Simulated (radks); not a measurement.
Values are calculated unless marked as measured or tabulated.
Charge is removed step by step from the 4s down level of the molybdenum ion Mo+, starting from [Ar] 3d10 4s(up 1, down 1) 4p6 4d5. Code: a radial shooting solver on a logarithmic mesh with Libxc functionals. Model: scalar-relativistic Kohn-Sham, r2SCAN, spin-polarised, spherical densities, finite nucleus; open shells are filled with parallel spins first (spin-orbit coupling, left out, can overturn this in heavy ions); meta-GGA in the generalised Kohn-Sham scheme; Fermi nuclear charge, rms radius 4.4091 fm.

| removed (e) | E - E(0) (eV) | eigenvalue (eV) | E minus straight line (eV) |
|---|---|---|---|
| 0 | 0.000 | -70.347 | 0.000 |
| 0.125 | 8.879 | -71.779 | -0.663 |
| 0.25 | 17.940 | -73.250 | -1.144 |
| 0.375 | 27.186 | -74.755 | -1.439 |
| 0.5 | 36.623 | -76.290 | -1.544 |
| 0.625 | 46.253 | -77.852 | -1.456 |
| 0.75 | 56.080 | -79.437 | -1.171 |
| 0.875 | 66.106 | -81.042 | -0.686 |
| 1 | 76.334 | -82.663 | 0.000 |

Removing the whole electron costs 76.334 eV by Delta-SCF, against 70.347 eV from minus the eigenvalue at the starting occupation. Slater's transition state (half an electron removed) gives 76.290 eV. Integrating minus the eigenvalue over the occupation (Janak's theorem) gives 76.361 eV. In this scalar-relativistic scheme the density is built from large components alone, so the theorem holds only approximately. The mean slope of the eigenvalue, de/dn, is 12.3 eV per electron.
